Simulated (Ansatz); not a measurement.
Frontier orbitals of CH₆AlGaSi (`[SiH3][Al]1[CH2][GaH]1`).

The species carries charge 0 and has multiplicity 1. Correlated methods include outer-core shells of Ga, which these sets cover unevenly. Scalar relativity is left out up to krypton. All single points use the PBE0-D4/def2-TZVP geometry. Basis def2-TZVPP, the Gaussian-basis code of Ansatz.

```
             functional  HOMO (eV)  LUMO (eV)  gap (eV)
                    PBE      -4.90      -3.01      1.89
                   BLYP      -4.75      -2.86      1.89
                 B97M-V      -5.06      -2.93      2.13
                   PBE0      -5.73      -2.28      3.45
                  B3LYP      -5.57      -2.44      3.13
                r2SCANh      -5.38      -2.62      2.76
                r2SCAN0      -5.85      -2.23      3.62
HSE06 (plane-wave form)      -5.35      -2.65      2.70
                  BHLYP      -6.45      -1.46      4.99
              CAM-B3LYP      -6.84      -1.28      5.56
                ωB97M-V      -7.59      -0.55      7.04
```

A quarter of exact exchange (PBE0) shifts PBE's HOMO by −0.84 eV and its LUMO by +0.73 eV; full exchange at long range (ωB97M-V) shifts them by −2.69 and +2.46 eV. The gap opens from 1.89 to 7.04 eV, since occupied levels lose self-interaction and empty ones feel all the electrons.

B3LYP here is the variant with VWN-RPA as its local correlation; programs differ in this.
